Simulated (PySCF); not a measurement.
# Optical rotation: `C[Si@H]1OC[C@H](C#N)O1`, C₄H₇NO₂Si

Cartesian coordinates in Å; atom numbers follow the order of the lines, from 1:
```xyz
15

C    -2.407   -0.686   -0.698
Si   -0.566   -0.316   -0.833
O    -0.174    1.238   -0.458
C     0.768    1.330    0.560
C     1.188   -0.117    0.965
C     2.523   -0.391    0.468
N     3.566   -0.601    0.052
O     0.266   -1.006    0.412
H    -2.611   -1.692   -1.044
H    -2.784   -0.596    0.317
H    -2.967   -0.004   -1.328
H     0.049   -0.658   -2.112
H     1.635    1.898    0.207
H     0.322    1.851    1.414
H     1.188   -0.243    2.056
```

Method: TDDFT LC-wPBE/aug-cc-pVDZ circular dichroism and optical rotation, one conformer, gas phase (PySCF). Geometry: GFN2-xTB.

Stereocentres: Si2 S, C5 S.

Question: What is the specific rotation at 633, 589.3, 546, 436, 405, 365, 355 nm?

Answer: [α] in deg dm⁻¹ (g/mL)⁻¹:
| λ (nm) | origin-invariant length gauge | modified velocity gauge | length gauge (centre of mass) | isotropic polarisability (au) |
| --- | --- | --- | --- | --- |
| 633 | +5.8 | +8.2 | +5.7 | 77.5 |
| 589.3 | +6.9 | +9.7 | +6.8 | 77.7 |
| 546 | +8.2 | +11.5 | +8.1 | 78.0 |
| 436 | +14.3 | +19.5 | +14.1 | 79.3 |
| 405 | +17.4 | +23.4 | +17.2 | 79.8 |
| 365 | +23.3 | +30.7 | +23.0 | 80.7 |
| 355 | +25.3 | +33.0 | +24.9 | 81.0 |

Question: And for the mirror image at 589.3 nm?

Answer: -6.9 deg dm⁻¹ (g/mL)⁻¹ (origin-invariant length gauge): the same size and the opposite sign.

Question: What is the molar rotation [Φ] = [α]·M/100 of the geometry above at 589.3 nm?

Answer: With M = 129.19 g/mol, +8.9 deg cm² dmol⁻¹ (origin-invariant length gauge).

The first excitation lies at 7.58 eV (164 nm) with R = +3.1 × 10⁻⁴⁰ esu² cm² (velocity form).
